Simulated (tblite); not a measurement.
What does the GFN2-xTB structure of InChI=1S/C6H10O/c1-3-5-4-6(5)7-2/h3,5-6H,1,4H2,2H3/q+1/t5-,6-/m1/s1 look like in three dimensions? (Charge +1 and doublet state.)

```
atom  x, y, z in Å
C1     2.546    0.672   -0.854
C2     1.596   -0.276   -0.716
C3     0.856   -0.455    0.496
C4     0.029   -1.663    0.791
C5    -0.802   -0.531    0.313
O6    -1.476    0.197    1.186
C7    -2.356    1.210    0.752
H8     3.139    0.746   -1.750
H9     2.767    1.373   -0.065
H10    1.386   -0.954   -1.534
H11    1.133    0.168    1.338
H12    0.124   -2.505    0.119
H13   -0.078   -1.923    1.835
H14   -1.108   -0.487   -0.731
H15   -3.239    1.161    1.394
H16   -2.641    1.093   -0.295
H17   -1.884    2.186    0.904
```

Orientation and origin are arbitrary. Atoms count from 1 in this order. C1 (carbon bonded to C and 2 H) is planar (angles 121.7°, 121.4° and 116.8°, sum 360.0°, 0.01 Å off the plane of its three neighbours). C2 (carbon bonded to 2 C and H) is planar (angles 122.6°, 119.9° and 117.4°, sum 360.0°, 0.01 Å off the plane of its three neighbours). The C–C distances run from 1.349 Å (C1–C2, drawn single) to 1.671 Å (C3–C5, drawn single), a spread of 0.322 Å. The 3-membered ring C3–C4–C5 has internal angles of 55.6° to 68.3°.

Bonds between heavy atoms (Å): C1–C2 1.349, C2–C3 1.431, C3–C4 1.493, C4–C5 1.483, C5–O6 1.322, O6–C7 1.410, C3–C5 1.671.

Structure optimised with GFN2-xTB, isolated species. This method treats the open shell by occupation alone, without spin polarisation.

Point group: C1 (no symmetry element, even within 0.4 Å). Its GFN2-xTB frequencies are all real (lowest 63 cm⁻¹). Torsions: H–C1–C2–C3 176° and -3°, C1–C2–C3–C4 -166°, C4–C5–O6–C7 -175°.

One conformer stands for the species.

These are computed values.
